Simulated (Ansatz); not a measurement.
Mulliken charges of `O[SiH2][O][GeH3]` from PBE/def2-TZVPP in Ansatz (PBE0-D4/def2-TZVP geometry).

| atom | x (Å) | y (Å) | z (Å) | charge (e) |
| --- | --- | --- | --- | --- |
| O1 | -0.957 | 0.534 | -1.837 | -0.356 |
| Si2 | -0.270 | 1.231 | -0.517 | 0.495 |
| O3 | -0.184 | 0.224 | 0.759 | -0.393 |
| Ge4 | 0.678 | -1.306 | 1.047 | 0.286 |
| H5 | -1.897 | 0.353 | -1.806 | 0.186 |
| H6 | -1.065 | 2.399 | -0.065 | -0.094 |
| H7 | 1.086 | 1.616 | -0.976 | -0.092 |
| H8 | -0.235 | -2.455 | 0.595 | -0.015 |
| H9 | 0.938 | -1.358 | 2.557 | -0.008 |
| H10 | 1.989 | -1.289 | 0.245 | -0.009 |

**Question.** By hand: the dipole of these point charges (1 e Å = 4.8032 D).

**Answer.** Σ q r = (0.099, -0.292, 0.128) e Å, of length 0.334 e Å = 1.60 D.

**Question.** How does the dipole of the full density compare? (Estimate.)

**Answer.** The calculation gave: (-0.117, -0.232, 0.103) e Å, 1.34 D; the point charges give 1.19 times that, at 42° from its direction.

Point charges leave out the atoms' own dipoles, such as those of lone pairs, and Mulliken's split depends on the basis, so the two needn't agree.
